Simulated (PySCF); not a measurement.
The same groups moved round the core (furan mercapto+boryl). Gas-phase values, no solvent. One relaxed conformer stands for each flexible species; it need not be the lowest. Strings in code marks are SMILES.

The four lowest singlet excitations (Tamm–Dancoff). Calculation: PBE-D3(BJ)/def2-TZVP // PBE0-D3(BJ)/def2-SVP run with PySCF 2.14.0. Excitations are Tamm–Dancoff values on a coarser integration grid. The basis has no diffuse functions, so Rydberg states are missing or too high.

```json
[
 {"state": "S1", "energy (eV)": "4.17", "wavelength (nm)": "297", "oscillator strength": "0.490"},
 {"state": "S2", "energy (eV)": "4.53", "wavelength (nm)": "274", "oscillator strength": "0.000"},
 {"state": "S3", "energy (eV)": "5.15", "wavelength (nm)": "241", "oscillator strength": "0.000"},
 {"state": "S4", "energy (eV)": "5.37", "wavelength (nm)": "231", "oscillator strength": "0.033"}
]
```

Which member gives these states?
A) `Bc1ccc(S)o1`
B) `Bc1cocc1S`
C) `Bc1cc(S)co1`
D) `Bc1ccoc1S`

A, `Bc1ccc(S)o1`
